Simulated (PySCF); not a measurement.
## Spin-rotation constants: 2,3-dimethyl-2-pentene, C7H14

Geometry:
| atom | x (Å) | y (Å) | z (Å) |
| --- | --- | --- | --- |
| C1 | -1.767 | -1.154 | -1.105 |
| C2 | -0.800 | 0.013 | -1.314 |
| C3 | -0.218 | 0.479 | -0.005 |
| C4 | -1.042 | 1.503 | 0.730 |
| C5 | 0.923 | 0.024 | 0.514 |
| C6 | 1.440 | 0.545 | 1.829 |
| C7 | 1.792 | -1.035 | -0.101 |
| H8 | -2.208 | -1.461 | -2.051 |
| H9 | -1.245 | -2.004 | -0.672 |
| H10 | -2.569 | -0.867 | -0.428 |
| H11 | -1.337 | 0.843 | -1.778 |
| H12 | -0.012 | -0.290 | -2.005 |
| H13 | -2.013 | 1.628 | 0.258 |
| H14 | -0.541 | 2.472 | 0.732 |
| H15 | -1.198 | 1.211 | 1.767 |
| H16 | 2.466 | 0.226 | 1.991 |
| H17 | 1.408 | 1.632 | 1.861 |
| H18 | 0.834 | 0.173 | 2.656 |
| H19 | 1.918 | -1.855 | 0.607 |
| H20 | 1.378 | -1.440 | -1.018 |
| H21 | 2.781 | -0.629 | -0.315 |

Computed, not measured: PySCF, GIAO CAM-B3LYP/pcSseg-1 magnetisability, rotational g tensor and spin-rotation constants, non-relativistic, gas phase. Geometry: GFN2-xTB.

Task: Give the nuclear spin-rotation constants along the inertial axes (H = +C I·J) beside the isotropic shieldings.

Result: Rotational constants 3.3791, 1.9901, 1.4128 GHz. A star marks the isotopologue with that one atom substituted, in its own axes.
| atom | isotope | Caa (kHz) | Cbb (kHz) | Ccc (kHz) | mean (kHz) | σ (ppm) |
| --- | --- | --- | --- | --- | --- | --- |
| H8 | 1H | -0.021 | -0.180 | -0.145 | -0.115 | 30.7 |
| H9 | 1H | -0.270 | -0.110 | -0.096 | -0.159 | 31.0 |
| H10 | 1H | -0.357 | -0.044 | -0.100 | -0.167 | 30.7 |
| H11 | 1H | -0.210 | -0.112 | -0.097 | -0.140 | 30.1 |
| H12 | 1H | -0.345 | -0.006 | -0.092 | -0.148 | 29.2 |
| H13 | 1H | 0.039 | -0.173 | -0.167 | -0.100 | 30.3 |
| H14 | 1H | -0.241 | -0.147 | -0.055 | -0.148 | 29.8 |
| H15 | 1H | -0.294 | -0.186 | -0.012 | -0.164 | 30.1 |
| H16 | 1H | -0.048 | -0.130 | -0.164 | -0.114 | 30.4 |
| H17 | 1H | -0.346 | -0.039 | -0.094 | -0.160 | 30.0 |
| H18 | 1H | -0.366 | -0.183 | 0.017 | -0.177 | 30.0 |
| H19 | 1H | -0.319 | -0.173 | -0.014 | -0.168 | 30.1 |
| H20 | 1H | -0.019 | -0.137 | -0.151 | -0.103 | 29.7 |
| H21 | 1H | -0.170 | -0.194 | -0.060 | -0.141 | 30.1 |
| C1 | 13C* | 0.445 | 0.309 | 0.190 | 0.315 | 169.1 |
| C2 | 13C* | 0.559 | 0.322 | 0.251 | 0.377 | 151.6 |
| C3 | 13C* | 1.203 | 0.950 | 0.239 | 0.797 | 43.8 |
| C4 | 13C* | 0.519 | 0.272 | 0.226 | 0.339 | 163.1 |
| C5 | 13C* | 1.210 | 0.910 | 0.222 | 0.781 | 50.0 |
| C6 | 13C* | 0.473 | 0.300 | 0.227 | 0.333 | 162.9 |
| C7 | 13C* | 0.543 | 0.266 | 0.223 | 0.344 | 162.5 |

For the geometry as given, no vibrational averaging.

Task: How do the rotational constants and the g tensor change when H8, H9, H10, H11, H12, H13, H14, H15, H16, H17, H18, H19, H20, H21 are replaced by deuterium?

Result: Constants 2.5617, 1.5838, 1.1283 GHz; g -0.0086, -0.0045, 0.0019, against -0.0114, -0.0056, 0.0024 before.
